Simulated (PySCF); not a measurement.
These 2 structures share the formula C3H3BrO2. The calculation used PySCF, PBE0-D3(BJ)/def2-SVP geometry optimisation, gas phase. One conformer each; no zero-point energy, no entropy. No frequencies were run at this level. Point groups hold within 0.08 Å.

**Question.** Order them by energy at this level, lowest first, and give relative energies in kcal/mol.
A. `[CH2:1]=[C:2]([Br:3])[O:4][CH:5]=[O:6]` with C1–C2–O4–C5 0°, C2–O4–C5–O6 1°
B. `[O:1]=[C:2]([OH:3])/[CH:4]=[CH:5]/[Br:6]` with O1–C2–O3–H 0°, O1–C2–C4–C5 1°

**Answer.** B (0.0), A (19.9).

As drawn, the lower has an O–H bond, which the higher lacks.

| SMILES | E (Eh) | E rel (kcal/mol) | dipole (D) | point group | A, B, C (MHz) |
| --- | --- | --- | --- | --- | --- |
| O=C(O)/C=C/Br | -2839.62862 | 0.0 | 1.16 | Cs | 10563, 784.3, 730.1 |
| C=C(Br)OC=O | -2839.59685 | 19.9 | 0.56 | Cs | 7775, 1138, 992.5 |

**Question.** How do the relative energies change in single points at PBE0/pcSseg-1 (no added dispersion term) on the same geometries?

**Answer.** 
| SMILES | PBE0-D3(BJ)/def2-SVP (kcal/mol) | PBE0/pcSseg-1 (kcal/mol) | shift |
| --- | --- | --- | --- |
| O=C(O)/C=C/Br | 0.0 | 0.0 | 0.0 |
| C=C(Br)OC=O | 19.9 | 20.4 | +0.5 |

Each column counts from its own lowest isomer. The order is unchanged; the largest shift is 0.5 kcal/mol.
